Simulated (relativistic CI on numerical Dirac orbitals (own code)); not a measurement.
Computed by Dirac-Coulomb-Breit CI, orbitals from a KLI potential per configuration, QED by a radiative potential, unscaled Slater integrals (own radial code, finite nucleus).

The strongest absorption lines from the ground level of an ion, among the configurations computed and to levels below about 159 eV (vacuum wavelength in Å, gf): 78.142 (0.07), 79.886 (0.072), 93.406 (0.091), 93.797 (0.066), 94.589 (0.073), 95.224 (0.21), 95.523 (0.31), 98.386 (0.13).

(1) Which ion is it?
A. Nd¹⁹⁺
B. Sm²¹⁺
C. Gd²³⁺
D. Er²⁷⁺

Answers

(1) C. Gd²³⁺ has 41 electrons and the ground level 4s2 4p6 4d5 6S_5/2; the strongest line goes to 4s2 4p5 4d6 6P°_5/2. The pattern of lines fixes the number of electrons, and along that sequence the line energies rise steadily with the charge (about as its square where n changes within one kind of shell, about linearly where n is kept but much faster in heavy ions where fine structure, which grows about as Z⁴, sets the gap, and irregularly where shells cross), which fixes Z. Configurations outside the model, such as inner-shell arrays, can give stronger lines. At this charge energies of transitions that change n are usually good to better than 1 %, and those within a shell (Δn = 0) to a few per cent. Terms inside the open d or f shell come out 10 to 20 % too wide with unscaled integrals.

LS names give the leading component of a level, which can be under half, so a name can repeat, a term be missing and a line seem to break the LS rules.
